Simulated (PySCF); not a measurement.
**Polarisability and C₆ of I²⁺ (iodine, charge +2)**

[Kr] 4d10 5s2 5p3, high-spin 4S determinant. Calculation: PySCF 2.14, in aug-cc-pVQZ-PP with one added diffuse shell each of s, p, d, f, g type with ECP28MDF (8s8p6d4f3g, 117 functions); scalar relativity through the core potential. Coupled (time-dependent) response in atomic units; α is the mean over directions.

```csv
method,mean α (bohr³),C₆ (like pair),S(−4)
B3LYP,13.67,93.17,36.31
```

S(−4) is the Cauchy moment in α(ω) = α(0) + S(−4) ω² + …

α(iu) at B3LYP:

```csv
u (hartree),α(iu) (bohr³)
0,13.67
0.0500,13.58
0.100,13.32
0.200,12.37
0.300,11.08
0.500,8.415
0.750,5.875
1.00,4.254
1.50,2.545
2.00,1.733
3.00,0.9890
5.00,0.4601
```

A single London oscillator, α(iu) = α/(1 + u²/ω²), gives C₆ = (3/4) ω α². Matching the computed C₆ needs ω = 4 × 93.17 / (3 × 13.67²) = 0.665 hartree.

For an ion, C₆ is the dispersion term alone; charge-induced terms of lower order in 1/R come first.

Energies and moments cover only the electrons outside the core potential.
